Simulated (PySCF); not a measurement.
CH3FO2Si, SMILES O=CO[SiH2]F.

Geometry: PBE0-D3(BJ)/def2-SVP. This is a generated structure with no PubChem entry under its InChIKey; it may be hypothetical. One conformer was computed; it need not be the lowest.

Method: TDA-PBE/def2-SVPD run with PySCF 2.14.0.

Vertical excitations. Isolated molecule, no solvent. State labels are in the subgroup Cs.

Computed excitation energies, oscillator strengths and character:
```csv
state,symmetry,energy (eV),λ (nm),f,main pairs
S1,A",5.61,221,0.001,HOMO→LUMO 100 %
S2,A',6.63,187,0.003,"HOMO→LUMO+1 77 %, HOMO−1→LUMO 18 %"
S3,A',6.74,184,0.001,"HOMO→LUMO+2 70 %, HOMO−1→LUMO 23 %"
S4,A',6.94,179,0.067,"HOMO−2→LUMO 30 %, HOMO−1→LUMO 25 %, HOMO→LUMO+2 25 %, HOMO→LUMO+1 18 %"
S5,A",7.42,167,0.000,HOMO−3→LUMO 99 %
S6,A',7.49,165,0.010,HOMO→LUMO+3 100 %
S7,A",7.72,161,0.003,HOMO−1→LUMO+1 97 %
S8,A",7.86,158,0.005,HOMO−1→LUMO+2 96 %
S9,A',7.89,157,0.044,HOMO→LUMO+4 93 %
S10,A',8.35,148,0.109,"HOMO−2→LUMO 35 %, HOMO→LUMO+5 20 %, HOMO−1→LUMO 17 %, HOMO−5→LUMO 8 %"
T1,A",5.04,246,0,HOMO→LUMO 100 %
T2,A',5.92,209,0,"HOMO−1→LUMO 81 %, HOMO−2→LUMO 17 %"
T3,A',6.49,191,0,HOMO→LUMO+1 96 %
T4,A',6.68,186,0,HOMO→LUMO+2 95 %
```
Triplets are in the Tamm–Dancoff approximation.
